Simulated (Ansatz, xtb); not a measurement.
Two structures of GeH6O2Sn

We compare a, a singlet given by its coordinates, with b, `[OH][GeH]([OH])[SnH3]`, a singlet. Both are isolated molecules in the gas phase, relaxed with r2SCAN-D4/def2-SVP; the shapes shown needn't be the lowest conformers.

a (Å):

```xyz
10

Ge    0.2742   -2.5779   -0.6465
O    -2.2886   -0.4452   -0.9869
O    -0.1930    0.5544   -2.0172
Sn   -1.3383   -1.4687   -2.5474
H    -2.2655   -0.9029   -0.1340
H     0.6160    0.3825   -1.5086
H    -0.9314    0.5664   -1.3345
H    -0.5534   -2.9655    0.6068
H     1.2162   -1.4527   -0.1202
H     1.2040   -3.7789   -0.9255
```

Close contacts (Å): Ge1–Sn4 2.73, O2–Sn4 2.09, O3–Sn4 2.38, Ge1–H8 1.55, Ge1–H9 1.56, Ge1–H10 1.54, O2–H5 0.97, O3–H6 0.97, O3–H7 1.01, Sn4–H7 2.40.

b (Å):

```yaml
atoms:
  - { symbol: Ge, position_ang: [-0.1347, -1.1762, -1.8317] }
  - { symbol: O, position_ang: [-0.6717, -2.7764, -2.4237] }
  - { symbol: O, position_ang: [-1.3638, 0.0540, -2.2535] }
  - { symbol: Sn, position_ang: [-0.0335, -1.0402, 0.7664] }
  - { symbol: H, position_ang: [-1.4894, -3.0620, -1.9940] }
  - { symbol: H, position_ang: [1.1646, -0.9612, -2.6301] }
  - { symbol: H, position_ang: [-1.4751, 0.1375, -3.2111] }
  - { symbol: H, position_ang: [-1.5384, -1.5549, 1.4042] }
  - { symbol: H, position_ang: [0.2805, 0.5566, 1.2941] }
  - { symbol: H, position_ang: [1.1894, -2.0750, 1.3737] }
```

Energies in hartree; the thermal terms are from r2SCAN-D4/def2-SVP harmonic frequencies (ideal gas, rigid rotor, one conformer each, 298.15 K, 1 atm) and include the zero-point energy:

```
                               a            b
E, CCSD(T)/def2-SVP  −2442.352101  −2442.350666
    E, MP2/def2-SVP  −2442.299324  −2442.300352
  E, MP2/def2-TZVPP  −2443.123828  −2443.128446
  zero-point energy      0.060371      0.055605
       H(298 K) − E      0.069932      0.065065
       G(298 K) − E      0.025610      0.020867
```

Problem. Correct the CCSD(T) difference for the basis set by the MP2 change, then work out ΔE, ΔE₀, ΔH and ΔG for a → b in kJ/mol (1 Eh = 2625.50 kJ/mol) and the equilibrium ratio [b]/[a].

Solution. 1. Differences b − a: CCSD(T) +0.001435, MP2 in the small set −0.001028, MP2 in the large set −0.004618 Eh.
2. ΔE = +0.001435 + (−0.004618 − (−0.001028)) = −0.002155 Eh = −5.66 kJ/mol.
3. ΔE₀ = ΔE + ΔZPE = −0.002155 + (−0.004766) Eh = −18.17 kJ/mol.
4. ΔH = ΔE + (−0.004867) Eh = −18.44 kJ/mol.
5. ΔG = ΔE + (−0.004743) Eh = −18.11 kJ/mol, so ΔS = (ΔH − ΔG)/T = −1.1 J/(mol K).
6. kT = 0.9442 mEh, so K = [b]/[a] = exp(−ΔG/kT) = exp(+7.31) ≈ 1.5 × 10^3.

The sums favour b, but ΔE leans on the basis-set step (CCSD(T) alone has the other sign or is under 1 kcal/mol), so the order isn't settled. An error of 4 kJ/mol in ΔG would change K by a factor of 5. r2SCAN-D4/def2-SVP, CCSD(T)/def2-SVP gave ΔE the other sign. Mirror images and further conformers aren't counted.

Other levels gave ΔE = +18.5 (r2SCAN-D4/def2-SVP); −27.2 (HF/def2-SVP); −2.7 (MP2/def2-SVP); +3.8 (CCSD(T)/def2-SVP) kJ/mol. The correlated steps freeze 15 core orbitals; the filled d shell of Ge and Sn is correlated, in a basis made for valence electrons. Atoms past krypton carry core potentials in the def2 sets, without spin–orbit terms. Programs: Ansatz 0.2.0.
